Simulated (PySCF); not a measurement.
## Electronic absorption of C2H10O2Si3

C2H10O2Si3.
SMILES: `C[Si@H]([SiH3])OC(=O)[SiH3]`

Theory: TDDFT wB97X-D/def2-SVPD, vertical, gas phase, core orbitals frozen in the response (PySCF 2.14.0, density-fitted response routines). The structure is a single GFN2-xTB conformer in the gas phase; no vibrational or solvent corrections. Torsions of this conformer, `[CH3:1][Si@H:2]([SiH3:3])[O:4][C:5](=[O:6])[SiH3:7]`: C1–Si2–O4–C5 132°, Si2–O4–C5–O6 0°.

Q: List the vertical singlet excitations with oscillator strengths and describe the spectrum.

A: 

```json
{"state": "S1", "E (eV)": "5.09", "E (hartree)": "0.1870", "f": "0.0044", "|μ| (D)": "0.48", "main configurations (H = HOMO, L = LUMO)": "H→L (79%), H-1→L (11%)"}
{"state": "S2", "E (eV)": "6.78", "E (hartree)": "0.2492", "f": "0.0039", "|μ| (D)": "0.39", "main configurations (H = HOMO, L = LUMO)": "H-1→L (55%), H-5→L (13%), H→L (13%)"}
{"state": "S3", "E (eV)": "6.86", "E (hartree)": "0.2521", "f": "0.046", "|μ| (D)": "1.33", "main configurations (H = HOMO, L = LUMO)": "H→L+1 (67%), H-1→L+1 (11%)"}
{"state": "S4", "E (eV)": "7.14", "E (hartree)": "0.2623", "f": "0.022", "|μ| (D)": "0.89", "main configurations (H = HOMO, L = LUMO)": "H→L+2 (49%), H→L+3 (20%)"}
{"state": "S5", "E (eV)": "7.39", "E (hartree)": "0.2715", "f": "0.086", "|μ| (D)": "1.76", "main configurations (H = HOMO, L = LUMO)": "H-2→L (55%), H-1→L+1 (19%)"}
{"state": "S6", "E (eV)": "7.49", "E (hartree)": "0.2754", "f": "0.011", "|μ| (D)": "0.64", "main configurations (H = HOMO, L = LUMO)": "H→L+3 (57%), H→L+2 (14%)"}
{"state": "S7", "E (eV)": "7.62", "E (hartree)": "0.2800", "f": "0.028", "|μ| (D)": "0.99", "main configurations (H = HOMO, L = LUMO)": "H-2→L+1 (44%), H-1→L+1 (14%)"}
{"state": "S8", "E (eV)": "7.66", "E (hartree)": "0.2816", "f": "0.050", "|μ| (D)": "1.31", "main configurations (H = HOMO, L = LUMO)": "H-5→L (33%), H-1→L+1 (16%), H-1→L (16%)"}
```

Triplets (Tamm–Dancoff): T1 4.48 eV, H→L (77%), H-1→L (12%); T2 5.75 eV, H-2→L (52%), H-6→L (26%), H-7→L (12%); T3 6.11 eV, H→L+1 (53%), H-1→L+1 (30%).

The lowest singlet lies at 5.09 eV (244 nm, ultraviolet) and is very weak; its leading configuration is HOMO→LUMO (79%). The most intense listed level is S5 at 7.39 eV (168 nm, f = 0.086), 2.30 eV above S1. Löwdin shares by element: HOMO oxygen 36% or more, silicon 24% or more, carbon 9% or more (atoms not listed hold the other 31%); LUMO oxygen 36%, carbon 35% or more, silicon 15% or more. The oscillator strengths of these states sum to 0.252; summed over the whole spectrum of an exact calculation they would give the number of electrons, 80 (Thomas–Reiche–Kuhn). Of the 8 states listed, 6 reach f = 0.01 and none stays under 0.0005. Orbital energies (eV): HOMO-3 -11.37, HOMO-2 -10.66, HOMO-1 -10.35, HOMO -9.53, LUMO 0.93, LUMO+1 1.60, LUMO+2 1.77. Only the lowest 8 singlets were computed, as vertical energies without vibronic structure.
